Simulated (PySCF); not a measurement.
# Electron correlation in Cl⁺ (chlorine, charge +1)

[Ne] 3s1 3p4 3d1, one real determinant (an excited configuration). Computed with PySCF 2.14 in aug-cc-pVDZ-DK (5s4p2d, 27 functions), with the spin-free X2C one-electron Hamiltonian (Gaussian nucleus). Frozen: [Ne]; 6 electrons correlated.

| level | correlation energy (mhartree) |
| --- | --- |
| CCSD | -119.15 |
| (T) | -6.92 |
| CCSD(T) | -126.07 |

Diagnostics: T1 = 0.0093, D1 = 0.0260, largest double amplitude 0.261.

The real determinant used has ⟨L²⟩ near 8 against 12 for a pure F term, so it mixes terms. The outer electron is Rydberg-like, and this basis confines it to a smaller radius and binds it less than a complete one would. A double-excitation amplitude exceeds 0.15, a sign of near-degeneracy.

Cost of the coupled-cluster step: about 0.3 core-seconds, for 6 correlated electrons.

Iterations:

```
CC2 = 0
CCSD nocc = (np.int64(5), np.int64(1)), nmo = (22, 22)
frozen orbitals [[0, 1, 2, 3, 4], [0, 1, 2, 3, 4]]
max_cycle = 100
direct = 0
conv_tol = 1e-08
conv_tol_normt = 1e-06
diis_space = 8
diis_start_cycle = 0
Init t2, MP2 energy = -0.0718081269224662
Init E_corr(UCCSD) = -0.0718081269300032
cycle = 1  E_corr(UCCSD) = -0.0913330746522235  dE = -0.0195249477  norm(t1,t2) = 0.0805304
cycle = 2  E_corr(UCCSD) = -0.0992880417097246  dE = -0.00795496706  norm(t1,t2) = 0.0541284
cycle = 3  E_corr(UCCSD) = -0.112046838076849  dE = -0.0127587964  norm(t1,t2) = 0.041983
cycle = 4  E_corr(UCCSD) = -0.114379808505546  dE = -0.00233297043  norm(t1,t2) = 0.0249666
cycle = 5  E_corr(UCCSD) = -0.12038647394709  dE = -0.00600666544  norm(t1,t2) = 0.0142082
cycle = 6  E_corr(UCCSD) = -0.120892482174634  dE = -0.000506008228  norm(t1,t2) = 0.0672565
cycle = 7  E_corr(UCCSD) = -0.117797674875626  dE = 0.0030948073  norm(t1,t2) = 0.0069753
cycle = 8  E_corr(UCCSD) = -0.119240007110059  dE = -0.00144233223  norm(t1,t2) = 0.00335178
cycle = 9  E_corr(UCCSD) = -0.119162359666351  dE = 7.76474437e-05  norm(t1,t2) = 0.00058603
cycle = 10  E_corr(UCCSD) = -0.119194302687494  dE = -3.19430211e-05  norm(t1,t2) = 0.00022109
cycle = 11  E_corr(UCCSD) = -0.119147356556536  dE = 4.6946131e-05  norm(t1,t2) = 0.000133571
cycle = 12  E_corr(UCCSD) = -0.119154218275708  dE = -6.86171917e-06  norm(t1,t2) = 2.47638e-05
cycle = 13  E_corr(UCCSD) = -0.119153989446543  dE = 2.28829165e-07  norm(t1,t2) = 5.03679e-06
cycle = 14  E_corr(UCCSD) = -0.119153946954621  dE = 4.24919222e-08  norm(t1,t2) = 1.06532e-05
cycle = 15  E_corr(UCCSD) = -0.1191539574274  dE = -1.04727788e-08  norm(t1,t2) = 3.89557e-06
cycle = 16  E_corr(UCCSD) = -0.119154008916221  dE = -5.14888212e-08  norm(t1,t2) = 8.08993e-06
cycle = 17  E_corr(UCCSD) = -0.119153982621989  dE = 2.62942319e-08  norm(t1,t2) = 2.12915e-06
cycle = 18  E_corr(UCCSD) = -0.119153998680278  dE = -1.60582893e-08  norm(t1,t2) = 1.41734e-06
cycle = 19  E_corr(UCCSD) = -0.119154019759381  dE = -2.10791023e-08  norm(t1,t2) = 4.31277e-07
cycle = 20  E_corr(UCCSD) = -0.119154018600454  dE = 1.15892634e-09  norm(t1,t2) = 6.49646e-07
UCCSD converged
E(UCCSD) = -459.575616176296  E_corr = -0.1191540186004543
UCCSD(T) correction = -0.00692045721634367
```

The reference is one real determinant that mixes LS terms of this configuration.
